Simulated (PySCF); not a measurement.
Work out the structure from these simulated measurements.

Formula: C3H5F3S.

| Property | Result |
| --- | --- |
| Rotational structure | rotational constants A, B, C: 4.277, 1.306, 1.227 GHz [GFN2-xTB] |
| Dipole | 2.70 D [CAM-B3LYP/def2-SVPD] |
| NMR, other nuclei | isotropic shieldings of nuclei other than C and H, by class: 230 (3 F), 393 (1 S) ppm [GIAO PBE0/pcSseg-1] |
| Polarisability | 61.2 au [CAM-B3LYP/def2-SVPD] |
| UV, strongest line | among the 8 lowest singlet transitions: S8 at 9.01 eV (138 nm, f = 0.129) [TDDFT CAM-B3LYP/def2-SVPD] |
| 1H NMR | chemical shifts (computed TMS as zero) by class: 3.20 (2 H), 1.40 (3 H) ppm [GIAO PBE0/pcSseg-1] |
| UV, first state | lowest singlet excitation: 5.50 eV (226 nm, f = 0.000) [TDDFT CAM-B3LYP/def2-SVPD] |
| 13C NMR | chemical shifts (computed TMS as zero) by class: 142.5 (1 C), 33.2 (1 C), 12.8 (1 C) ppm [GIAO PBE0/pcSseg-1] |
| Triplet | lowest triplet excitation (Tamm–Dancoff): 4.95 eV [TDA CAM-B3LYP/def2-SVPD] |

Gas-phase values; electronic properties from PySCF, density fitting. Levels stand in brackets. Geometry: GFN2-xTB, one conformer, isolated molecule. NMR values are class means; diastereotopic atoms form classes of their own.

Task: Give a SMILES that accounts for the data.

Result: Numbering: `[CH3:1][CH2:2][S:3][C:4]([F:5])([F:6])[F:7]`. Its formula, C3H5F3S, gives 0 degrees of unsaturation, so no ring and no π bond. 3 carbons fall into 3 classes; from least to most shielded: CF3 carbon [C4] (142.5 ppm), sp3 carbon bound to sulfur [C2] (33.2 ppm), methyl carbon [C1] (12.8 ppm). Hydrogen classes from least to most shielded: 2 H on an sp3 carbon bound to sulfur, C2 (3.20 ppm), 3 H on a methyl carbon, C1 (1.40 ppm). The other shieldings belong to: 230 ppm, fluorine of a CF3 group [F5/F6/F7]; 393 ppm, sulfide sulfur [S3]. The optimised geometry has point group Cs and is an asymmetric top. Structure: `CCSC(F)(F)F`. Computed isomers that give other values at the same levels: `CSCC(F)(F)F` (13C chemical shifts (computed TMS as zero) by class: 135.6 (1 C), 43.6 (1 C), 22.3 (1 C) ppm). The assignments are read from this structure; whether some other isomer fits the data as well wasn't checked.

Conformer computed: `[CH3:1][CH2:2][S:3][C:4]([F:5])([F:6])[F:7]`: C1–C2–S3–C4 180°, C2–S3–C4–F5 -60°.
